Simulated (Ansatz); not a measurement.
Cost and result up the ladder for Si₁₇OH₂₂, a nanocrystal with a defect cut from the lattice of silicon (double-bonded O in place of two caps) (40 atoms). The state is a singlet with charge 0. Geometry: r2SCAN-D4/def2-SVP.

Cartesian coordinates in Å:
```
Si 1.7213 1.2295 3.8395
Si -0.4117 3.0908 0.4874
Si 1.5923 -2.1560 -3.1766
Si -0.3648 1.2083 -2.7648
Si 1.5727 -0.2707 0.2126
Si -1.6028 -0.1612 2.3465
Si -1.6065 -2.0134 -1.0405
Si -3.5532 1.2708 -0.6008
Si 2.8890 0.1259 2.1213
Si 2.8435 -1.5936 -1.2588
Si 0.9381 1.7185 -0.8643
Si -0.3424 0.1990 4.2982
Si -2.2387 1.8325 1.2709
Si 0.9141 -0.1451 -4.2116
Si -0.3347 -3.3382 -2.5085
Si -2.2654 -0.0157 -2.0940
Si -0.3380 -1.4749 0.8616
O 1.2724 0.2349 -5.6711
H 2.5600 1.2193 5.0818
H 1.4927 2.6556 3.4519
H -0.9402 4.2027 -0.3681
H 0.3659 3.6959 1.6127
H 2.4081 -2.9593 -4.1426
H -0.7748 2.4680 -3.4644
H -2.8591 -0.9031 2.7033
H -2.8407 -2.7606 -0.6255
H -4.0204 2.5171 -1.2890
H -4.7532 0.4836 -0.1698
H 4.1082 0.9095 1.7413
H 3.3348 -1.2108 2.6330
H 4.0787 -0.8510 -1.6673
H 3.2589 -2.8479 -0.5510
H 2.1703 2.4534 -1.3039
H -1.1164 1.0325 5.2733
H -0.0769 -1.1346 4.9287
H -3.0499 2.6662 2.2198
H -1.1471 -3.6884 -3.7172
H 0.0751 -4.6081 -1.8263
H -3.0690 -0.3488 -3.3171
H 0.1100 -2.7323 1.5494
```

Ansatz on 2 threads of AMD EPYC 7R13 on a shared host and a share (18 GiB) of an NVIDIA H100 80GB HBM3. Times are rough, and most runs start from the orbitals of an earlier one. PBE0-D4/def2-TZVP serves as the yardstick here, not as an exact answer. Differences are given only for rows in sets of like size (and for xTB, whose basis is part of the method), since another set adds its own error. Binding counts from free atoms at the same level (Si triplet, O triplet, H doublet; other spins of the atoms weren't run), without zero-point energy or a counterpoise term.

Correlated methods freeze 86 core orbitals. The rows differ in basis, and correlated rows in double-zeta sets carry the largest basis error. Single mean-field runs in def2-SVP, def2-TZVP are fitted with def2-universal-jkfit.

Correlated methods converge slowly with the basis, most of all in double-zeta sets.

```json
{"level": "PBE0-D4/def2-TZVP", "functions": "792", "wall time": "13 s", "binding energy per atom (eV)": "3.32", "difference from PBE0-D4/def2-TZVP (eV)": "0.00"}
{"level": "r2SCAN-D4/def2-TZVP", "functions": "792", "wall time": "16 s", "binding energy per atom (eV)": "3.34", "difference from PBE0-D4/def2-TZVP (eV)": "0.02"}
{"level": "PBE-D4/def2-TZVP (with forces)", "functions": "792", "wall time": "18 s", "binding energy per atom (eV)": "3.34", "difference from PBE0-D4/def2-TZVP (eV)": "0.01"}
{"level": "PBE-D4/def2-SVP", "functions": "430", "wall time": "18 s", "binding energy per atom (eV)": "3.33", "difference from PBE0-D4/def2-TZVP (eV)": "–"}
{"level": "revPBE-D4/def2-TZVP (with forces)", "functions": "792", "wall time": "18 s", "binding energy per atom (eV)": "3.29", "difference from PBE0-D4/def2-TZVP (eV)": "-0.03"}
{"level": "PBE0-D4/def2-SVP", "functions": "430", "wall time": "20 s", "binding energy per atom (eV)": "3.31", "difference from PBE0-D4/def2-TZVP (eV)": "–"}
{"level": "BLYP-D4/def2-TZVP", "functions": "792", "wall time": "20 s", "binding energy per atom (eV)": "3.27", "difference from PBE0-D4/def2-TZVP (eV)": "-0.06"}
{"level": "MP2/def2-SVP", "functions": "430", "wall time": "20 s", "binding energy per atom (eV)": "3.06", "difference from PBE0-D4/def2-TZVP (eV)": "–"}
{"level": "LDA (SPW92)/def2-TZVP", "functions": "792", "wall time": "24 s", "binding energy per atom (eV)": "3.71", "difference from PBE0-D4/def2-TZVP (eV)": "0.38"}
```
